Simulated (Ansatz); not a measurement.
**Question.** Name a neutral molecule of Cl, N, Nb, S and H with LUMO energy (ωB97M-V/def2-TZVPP) between -0.15 and 0.15 eV and size of the dipole moment (ωB97M-V/def2-TZVPP) between 4.10 and 4.40 D (Ansatz, PBE0-D4/def2-TZVP geometry).

**Answer.** `[NH2][Nb]([NH2])(=[S])[Cl]` (0.11 eV, 4.26 D). Other molecules can fit too; these were computed, each in one conformer that needn't be the lowest.
